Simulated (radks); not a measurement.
Spherical quantum dot in the effective-mass picture: electrons in a parabolic well V = omega^2 r^2 / 2 with omega = 0.0662, with a point charge +2 (a donor) at the centre, all in effective atomic units (hartree* = m*/eps^2 hartree, bohr* = eps/m* bohr), one dielectric constant everywhere. Method: non-relativistic Kohn-Sham, LDA (Slater exchange, Perdew-Wang correlation), spin-polarised, spherical densities; computed with a radial shooting solver with Libxc functionals. Levels are named by radial order and angular momentum (1s, 1p, 1d, 2s, ...), and open shells are averaged over m.

N = 23, configuration 1s2 1p6 1d10 2s2 1f(up 3, down 0). This is the lowest configuration that the search found (a dilute case). Occupied levels:

level,occupation,eigenvalue (hartree*),<r> (bohr*)
1s down,1,1.2520,0.9622
1s up,1,1.2522,0.9619
2s up,1,1.7627,10.76
2s down,1,1.7652,10.26
1p up,3,1.7735,11.97
1p down,3,1.7770,11.66
1d up,5,1.7893,13.11
1d down,5,1.7937,13.00
1f up,3,1.8084,13.84

Energy (hartree*): total 19.4243, kinetic 3.4790, external -2.5472, Hartree 21.514, exchange-correlation -3.0218.
